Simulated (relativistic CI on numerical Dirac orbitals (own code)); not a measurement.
Er²⁺: 4f valence photoemission

Computed with this model: Dirac-Coulomb-Breit CI, orbitals from a KLI potential per configuration, a model potential for QED, valence Slater integrals scaled by 0.8, multiplet model of photoemission in the sudden approximation; configurations [Xe] 4f12 → [Xe] 4f11; 80 K; Lorentzian 0.1 eV and Gaussian 0.3 eV FWHM. Energies are those of the free ion, without screening or charge transfer. The energies are binding energies and can lie tens of eV above those of solids. S is read from ⟨S²⟩ = S(S + 1).

free ion: ground-state S = 0.99, centroid 20.98 eV. Peaks (eV, height): 18.4 (100), 19.2 (37), 19.6 (31), 20.7 (32), 21.7 (84), 22.7 (9), 23.4 (82), 25.1 (9).

Strongest unbroadened transitions for free ion:

```tsv
Energy (eV)	Relative strength
18.37	100.0
19.17	33.7
19.60	24.6
19.85	10.8
20.30	12.7
20.70	28.5
21.33	10.4
21.59	48.1
21.70	29.5
21.80	9.7
21.89	15.2
22.24	5.3
22.72	4.3
23.29	7.9
23.37	54.5
23.52	22.0
23.62	4.8
25.15	8.7
```
